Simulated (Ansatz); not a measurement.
Consider the ligand exchange at the Al–C bond: `C=[C]([AlH2])C(C)=N` + `OP[SiH3]` → `O[P]([AlH2])[SiH3]` + `C=CC(C)=N`.

Program: Ansatz. Geometries: PBE0-D4/def2-TZVP. ΔE: electronic, gas phase. CCSD(T)/CBS is the MP2 limit (def2-TZVPP, def2-QZVPP) plus CCSD(T) − MP2 in def2-TZVPP, frozen cores. One conformer a species, not always the lowest.

```csv
level,ΔE (kJ/mol)
SCS-MP2/def2-QZVPP,-33.3
CCSD/CBS(def2),-37.8
```

Q: What does CCSD(T)/CBS give? (An estimate is asked.)

A: Computed: -38.8 kJ/mol. The listed levels differ from it by 5.5, 1.0 kJ/mol.

Largest T1 diagnostic among the species: 0.014.
